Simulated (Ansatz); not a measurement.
Species: sum formula NbO$_{2}$Cl, net charge 0, singlet state. SMILES: [O]=[Nb](=[O])[Cl]
Geometry: optimised at B3LYP-D3(BJ)/def2-TZVP (Ansatz, a program for electronic structure).

Property: atomisation energy (electronic, to ground-state atoms), in kcal/mol. Correlated levels leave the core frozen unless marked. Open shells are spin-unrestricted. No spin-orbit coupling. Frozen are the shells of the preceding noble gas and the d and f shells that filled before the atom's block. Past Kr the def2 sets carry scalar-relativistic core potentials. STO-3G rows are all-electron and non-relativistic. The coupled-cluster limit lacks core correlation, which all-electron functionals hold. Basis-set limits of correlation are two-point, X^-3; Hartree-Fock from the larger set. The bracket is a focal-point correction in the basis named. The program attaches cautions to a run behind CCSD/STO-3G: large difference.

| level | program | atomisation energy (kcal/mol) | minus last row | rough core time |
|---|---|---|---|---|
| revPBE-D4/def2-TZVPD | Ansatz + dftd4 | 452.1 | 7.4 | under 20 s |
| revPBE/def2-TZVPD | Ansatz | 445.8 | 1.1 | under 20 s |
| B97M-V/def2-TZVPD | Ansatz | 436.6 | -8.1 | under 20 s |
| PBE0-D3(BJ)/def2-TZVP | Ansatz + dftd3 | 425.7 | -19.0 | under 20 s |
| PBE0-D4/def2-TZVP | Ansatz + dftd4 | 425.9 | -18.8 | under 20 s |
| BHLYP/def2-TZVPD | Ansatz | 382.3 | -62.4 | under 20 s |
| HSE06-D3(BJ)/def2-TZVPD | Ansatz + dftd3 | 426.6 | -18.1 | under 20 s |
| CAM-B3LYP-D4/def2-TZVPD | Ansatz + dftd4 | 433.8 | -10.9 | under 20 s |
| LC-wPBE-D3(BJ)/def2-TZVPD | Ansatz + dftd3 | 427.5 | -17.2 | under 20 s |
| wB97X-V/def2-TZVPD | Ansatz | 441.9 | -2.8 | under 20 s |
| B2GP-PLYP-D3(BJ)/def2-TZVPD | Ansatz + dftd3 | 445.8 | 1.1 | under 20 s |
| B2PLYP/def2-TZVPD | Ansatz | 447.3 | 2.6 | under 20 s |
| PBE-QIDH/def2-TZVPD | Ansatz | 428.1 | -16.6 | under 20 s |
| RPA@PBE/def2-TZVPP | Ansatz | 395.0 | -49.7 | under 20 s |
| MP2/def2-TZVPP | Ansatz | 472.3 | 27.6 | - |
| SCS-MP2/def2-TZVPPD | Ansatz | 471.4 | 26.7 | - |
| CCSD/STO-3G | Ansatz | 431.7 | -13.0 | - |
| CCSD/def2-TZVPPD | Ansatz | 403.7 | -41.0 | - |
| CCSD(T)/def2-TZVPP | Ansatz | 430.1 | -14.6 | 26 s |
| RI-MP2/CBS(def2-TZVPP,def2-QZVPP)+[CCSD(T)-MP2]/def2-TZVPP | Ansatz | 445.3 | 0.6 | 40 s |
| RI-MP2/CBS(def2-TZVPPD,def2-QZVPPD)+[CCSD(T)-MP2]/def2-TZVPPD | Ansatz | 444.7 | 0.0 | 70 s |

Core times are rough, on shared machines, summed over the molecules involved; a dash marks a level read off another run, or run on other hardware, by another program or under a memory cap.

The T1 diagnostic of CCSD in the largest basis is 0.030, which is high, so the coupled-cluster rows are less sure than usual.
